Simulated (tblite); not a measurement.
Compound: C6H3F2 (doublet state).
Numbering: `[F:1][c:2]1[cH:3][c:4][cH:5][c:6]([F:7])[cH:8]1` (hydrogens: H9 on C3; H10 on C5; H11 on C8)
Bond orders are those of one Lewis drawing.

Computed with GFN2-xTB (tblite), gas phase: L-BFGS steps from a force-field or distance-geometry start until the largest atomic force falls under 0.01 eV/Å.

Step 6: E = -645.6528 eV
```
atom  x, y, z in Å  |  force x, y, z in eV/Å
F1      2.4459    0.8522   -0.1351    0.116   0.030  -0.001
C2      1.2226    0.3054   -0.0728    0.029  -0.030  -0.032
C3      1.1016   -1.0803   -0.1282   -0.089  -0.026   0.032
C4     -0.1707   -1.5643   -0.0586   -0.036  -0.017  -0.008
C5     -1.3059   -0.8195    0.0520   -0.051  -0.044   0.019
C6     -1.1276    0.5620    0.1007   -0.034  -0.091  -0.019
F7     -2.2171    1.3372    0.2084   -0.022   0.117   0.011
C8      0.1260    1.1398    0.0371   -0.012   0.003   0.021
H9      1.9747   -1.7052   -0.2129    0.019   0.006  -0.009
H10    -2.3039   -1.2318    0.1072    0.129  -0.001  -0.016
H11     0.2600    2.2072    0.0762   -0.051   0.053   0.001
```

Step 7: E = -645.6541 eV
```
atom  x, y, z in Å  |  force x, y, z in eV/Å
F1      2.4515    0.8517   -0.1355    0.037  -0.002   0.002
C2      1.2257    0.3068   -0.0731   -0.021  -0.005  -0.023
C3      1.0988   -1.0787   -0.1274   -0.015  -0.034   0.023
C4     -0.1720   -1.5654   -0.0580   -0.042   0.018  -0.008
C5     -1.3087   -0.8218    0.0520    0.000   0.002   0.016
C6     -1.1277    0.5600    0.1000   -0.017  -0.035  -0.010
F7     -2.2145    1.3419    0.2088    0.012   0.058   0.003
C8      0.1269    1.1400    0.0373   -0.018  -0.037   0.015
H9      1.9727   -1.7028   -0.2131    0.014  -0.005  -0.007
H10    -2.3045   -1.2374    0.1067    0.102   0.011  -0.013
H11     0.2573    2.2084    0.0763   -0.052   0.031   0.002
```

**Question.** Estimate the geometry and energy of step 8. (The exact step hangs on the optimiser's Hessian estimate; all steps are aligned on step 7, rigid shifts and turns removed.)

**Answer.** E = -645.6545 eV, largest force 0.055 eV/Å
```
atom  x, y, z in Å  |  force x, y, z in eV/Å
F1      2.4537    0.8516   -0.1355   -0.014  -0.021   0.003
C2      1.2263    0.3073   -0.0736   -0.012  -0.025  -0.014
C3      1.0978   -1.0791   -0.1268    0.002  -0.005   0.014
C4     -0.1731   -1.5657   -0.0581    0.000   0.014  -0.007
C5     -1.3093   -0.8224    0.0523    0.015   0.032   0.011
C6     -1.1281    0.5592    0.0997   -0.021   0.000  -0.001
F7     -2.2137    1.3442    0.2090    0.031   0.026  -0.001
C8      0.1268    1.1393    0.0376   -0.007   0.004   0.008
H9      1.9724   -1.7022   -0.2132    0.011  -0.011  -0.005
H10    -2.3030   -1.2388    0.1064    0.049  -0.004  -0.009
H11     0.2555    2.2093    0.0764   -0.054  -0.011   0.001
```

The energy changes by -0.0004 eV. The first-order estimate −F·Δx gives -0.0006 eV and the mean of the old and new forces, exact on a quadratic surface, -0.0004 eV. The step makes an angle of 42° with the force vector and moves no atom by more than 0.002 Å.

What follows is the cost of the whole relaxation. On an Arm Neoverse V2 with one thread, no GPU (shared host), this took under 0.1 s of wall time.
